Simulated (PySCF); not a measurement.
In(H)(Cl)(OMe) (CH4ClInO), SMILES C[O][InH][Cl]. Coordinates come from a PBE-D3(BJ)/def2-SVP optimisation. The structure was generated by enumeration; whether it is a known compound was not checked. The def2 effective core potentials stand for the cores of In; spin–orbit coupling is left out. One conformer was computed; it need not be the lowest.

Computed equilibrium geometry at PBE-D3(BJ)/def2-SVP (PySCF confirms it by a frequency run) as a Z-matrix, and its point group (one conformer of several):
point group Cs.
```
O
C 1 1.4111
H 2 1.1154 1 110.40
H 2 1.1154 3 107.13 1 -120.26
H 2 1.1184 3 106.78 4 -114.11
In 1 2.0158 2 121.84 3 120.86
H 6 1.7233 1 125.84 2 0.00
Cl 6 2.3588 7 124.84 5 180.00
```
